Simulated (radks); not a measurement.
Problem. Excited configurations of W I: one electron is placed in a higher orbital outside [Xe] 4f14 5d4 6s1. The ground configuration is [Xe] 4f14 5d4 6s2. All-electron calculation, Dirac Kohn-Sham, BLYP, spin-unpolarised, spherical densities, finite nucleus; open shells fill j = l - 1/2 first; Fermi nuclear charge, rms radius 5.3658 fm. Program: a radial shooting solver on a logarithmic mesh with Libxc functionals. Excitation = E - E(ground); binding = E(ion) - E, where the ion is the core of charge +1; n* = 1/sqrt(2 binding) in atomic units, and the quantum defect is n - n*.

| outer orbital | excitation (eV) | binding (eV) | n* | quantum defect | eigenvalue (eV) | <r> (bohr) |
|---|---|---|---|---|---|---|
| 6p1/2 | 4.017 | 4.682 | 1.705 | 4.295 | -2.214 | 4.335 |
| 7s1/2 | 6.305 | 2.395 | 2.384 | 4.616 | -1.297 | 8.695 |
| 7p1/2 | 6.948 | 1.752 | 2.787 | 4.213 | -0.933 | 11.10 |

Estimate the row for 6d3/2.

Solution. excitation (eV) 7.213; binding (eV) 1.486; n* 3.026; quantum defect 2.974; eigenvalue (eV) -0.571; <r> (bohr) 10.57. The Delta-SCF ionisation energy is 8.699 eV (NIST Atomic Spectra Database: 7.864 eV, measured). Self-interaction in the functional shifts the binding energies and quantum defects, so they are the method's values and not measured ones. Spin polarisation and multiplet splitting are left out, so open shells lie too high by an amount that depends on their filling.

Beside tabulated values, note that spin-unpolarised runs miss the spin-polarisation part of the exchange energy of open shells.
